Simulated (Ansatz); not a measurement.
The cluster GeBr2⁻. Charge -1, multiplicity 2. Geometry B3LYP-D4/def2-TZVPD; atoms count from 1.

```xyz
3

Ge    0.558   -0.101   -0.913
Br   -1.945    0.012   -0.558
Br    1.387    0.088    1.471
```

The structure comes from a short search, and lower isomers may exist.

Question: Estimate the Mulliken populations from the PBE0/def2-TZVPD orbitals of Ansatz.

Answer: 
```
atom  charge (e)  spin (α − β)
 Ge1       -0.01          0.98
 Br2       -0.49          0.01
 Br3       -0.49          0.01
```
Mulliken values depend strongly on the basis. With diffuse functions, as here, like atoms can get unlike values, and bond orders can come out too low or too high.

Question: Where does the spin sit?

Answer: Summed by element: Ge 0.98, Br 0.02, of 1 unpaired in all. Largest on single atoms: Ge1 0.98, Br2 0.01, Br3 0.01.

Question: And the Mayer bond orders between heavy atoms (over 0.3)?

Answer: Ge1–Br2 0.78 (2.53 Å); Ge1–Br3 0.78 (2.53 Å).
